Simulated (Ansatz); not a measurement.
`[F][Sn]([SiH3])([Cl])[Cl]` + H₂ → `[F][SnH]([Cl])[Cl]` + SiH₄ at 500 K and 1 bar (hydrogenolysis of the Sn–Si bond).

Calculated with Ansatz (gas phase, PBE0-D4/def2-TZVP geometries, no zero-point term in ΔE). CBS: MP2 limit from def2 TZ/QZ plus the TZ coupled-cluster correction, frozen cores. This one scheme is used for every species. Elements past krypton have def2 core potentials. For Sn outer-core shells are correlated without core-valence functions, which leaves a few kJ/mol of doubt a bond.

```
                    species  CCSD(T)/CBS energy (Eh)  H − E (kJ/mol)  S (J/(mol·K))
`[F][Sn]([SiH3])([Cl])[Cl]`              -1524.38995           129.7          483.0
                         H₂                 -1.17544            41.0          145.5
       `[F][SnH]([Cl])[Cl]`              -1234.09211            65.8          389.7
                       SiH₄               -291.46306           102.4          230.9
```

H − E and S are ideal-gas, rigid-rotor, harmonic terms from PBE0-D4/def2-TZVP. The MP2-based limit puts H₂ 0.8 mEh under its directly extrapolated value; such offsets cancel only in part. 1 Eh = 2625.50 kJ/mol, R = 8.31446 J/(mol·K).

By hand: ΔE, ΔH, ΔS and ΔG.

ΔE = (-1234.09211) + (-291.46306) − (-1524.38995) − (-1.17544) = 0.01022 Eh = 26.8 kJ/mol. Δ(H − E) = 65.8 + 102.4 − 129.7 − 41.0 = -2.5, so ΔH = 24.3 kJ/mol. ΔS = 389.7 + 230.9 − 483.0 − 145.5 = -7.9 J/(mol·K). ΔG = 24.3 − 500 × (-7.9)/1000 = 28.2 kJ/mol.

By hand: the equilibrium constant, and the temperature at which ΔG would vanish if ΔH and ΔS stayed fixed.

log₁₀ K = −ΔG/(RT ln 10) = -2.9. ΔH and −TΔS have one sign here, so there is no such temperature.

The number of gas molecules stays the same, so ΔS is small and ΔH decides. A doubt of 5 kJ/mol in ΔE shifts log₁₀ K by 0.5 here. Modes under 60 cm⁻¹, often nearly free rotors, make the harmonic entropy too high. These are equilibria of isolated gas molecules and say nothing of rates. Largest T1 diagnostic: 0.013 (customary marks: 0.02 for closed shells, 0.045 for open ones).
